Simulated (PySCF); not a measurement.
Compound: C8H5BF2.
Cartesian coordinates in Å at the PBE0-D3(BJ)/def2-SVP level; atoms count from 1:
```xyz
16
C8H5BF2 angstrom
C     -3.818    0.228    0.952
C     -2.639    0.156    0.674
C     -1.253    0.075    0.341
C     -0.597    1.176   -0.239
C      0.747    1.089   -0.570
C      1.474   -0.089   -0.336
B      2.970   -0.180   -0.716
F      3.601    0.836   -1.278
F      3.674   -1.276   -0.495
C      0.814   -1.181    0.250
C     -0.531   -1.106    0.585
H     -4.862    0.290    1.197
H     -1.159    2.093   -0.426
H      1.249    1.947   -1.024
H      1.367   -2.103    0.441
H     -1.041   -1.959    1.037
```

Level: wB97X-D/def2-SVPD in PySCF, non-relativistic, on one gas-phase PBE0-D3(BJ)/def2-SVP geometry that isn't relaxed in the solvent. The solvent is an IEF-PCM continuum (van der Waals radii × 1.2). Only the electrostatic response of the medium enters.

Gas phase at wB97X-D/def2-SVPD: HOMO -9.03 eV, LUMO -0.39 eV, dipole 2.00 D.

**Question.** What does the continuum do to the energy, the frontier levels and the dipole at wB97X-D/def2-SVPD in acetone and water?

**Answer.** 
| solvent | ε | E(solvent) − E(gas) (kJ/mol) | polarisation term (kJ/mol) | distortion of the solute (kJ/mol) | HOMO (eV) | LUMO (eV) | dipole (D) |
| --- | --- | --- | --- | --- | --- | --- | --- |
| acetone | 20.49 | -18.20 | -20.08 | 1.88 | -8.99 | -0.32 | 2.24 |
| water | 78.36 | -19.34 | -21.48 | 2.14 | -8.99 | -0.32 | 2.25 |

The polarisation term is half the interaction of the solute with the surface charges that it induces; the rest is the cost of distorting the solute's density. The sum is the electrostatic part of solvation alone. From acetone to water the lowering changes by a factor 1.06, Onsager's factor (ε − 1)/(2ε + 1) by 1.06 and ε itself by 3.8.

**Question.** Which radius a makes the point-dipole formula ΔE = −[(ε − 1)/(2ε + 1)]·μ²/a³ give the value in water, with the gas-phase dipole?

**Answer.** μ = 0.788 au and |ΔE| = 0.00737 Eh give a = 1.83 Å; the farthest nucleus lies 5.01 Å from the centroid of the nuclei, so such a sphere wouldn't even hold the nuclei. The formula assumes a rigid point dipole at the centre of a sphere.

**Question.** Give the dipole vector in the frame of the coordinates (D, pointing from negative to positive charge), gas and water.

**Answer.** Gas (-1.94, 0.12, 0.48), solvent (-2.18, 0.13, 0.54). Its length changes by +12 % and its direction by less than 1°.

**Question.** How does the static polarisability (wB97X-D/def2-SVPD, frozen core, with the continuum's full static response) change?

**Answer.** 
```
 medium  isotropic (au)  principal values (au)  ⟨r²⟩ of the electrons (bohr²)
    gas           109.6      60.3, 98.3, 170.1                         2129.4
acetone           148.9     82.4, 139.0, 225.2                         2128.5
  water           151.9     84.8, 142.4, 228.5                         2128.4
```

The isotropic value in water is 1.39 times the gas-phase one; no cavity-field correction is applied. ⟨r²⟩ is taken about the centre of nuclear charge.

Rough CPU time on one thread of a shared machine: about 2.8 min. This is the whole response run at wB97X-D/def2-SVPD in water, SCF included.

wB97X-D is run here without its empirical dispersion term; that term would change no orbital, density or response property at a fixed geometry.
